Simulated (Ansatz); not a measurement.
Breaking the Se4–H5 bond in H3InSe (SMILES [SeH][InH2]) (multiplicity 1 held, fragments rigid). Energies count from the point at 1.472 Å.
Geometry at that point (charge 0, multiplicity 1):
```csv
atom,x (Å),y (Å),z (Å)
In,0.2234,0.0184,-0.9895
H,-1.0224,-0.5625,-2.0201
H,1.7808,0.6210,-1.3933
Se,-0.3715,-0.0433,1.4710
H,0.9264,0.5136,1.8845
```

R- and RO- levels are restricted; in cc, def2 and unpolarised 6-31G sets they are followed outwards from rest. U- levels take the lowest unrestricted solution at each point, which mixes spins at long bonds. Levels need not reach the same state.

Frozen-core correlation. Filled d and f shells under p-block atoms count as core.

Programs: Ansatz (Gaussian basis) for Hartree–Fock, density functionals and correlated methods. Each number belongs to the level named beside it. In def2 rows elements past Kr take small-core potentials, without spin–orbit coupling.

Q: One of these levels gives 2.510 eV for the energy at R = 4.709 Å. Which?
(A) U-HF/def2-SVP
(B) U-MP2/def2-SVP
(C) R-HF/def2-SVP
(D) R-MP2/def2-SVP

A: A, U-HF/def2-SVP. The others give 7.501 (R-HF/def2-SVP), 4.175 (R-MP2/def2-SVP), 3.353 (U-MP2/def2-SVP)

Doubts at one or more of the structures used: a restricted determinant that unrestricted orbitals would lower (R-HF/def2-SVP, R-MP2/def2-SVP); a spin-contaminated determinant (U-HF/def2-SVP, U-MP2/def2-SVP).

Ansatz is a first-principles code.
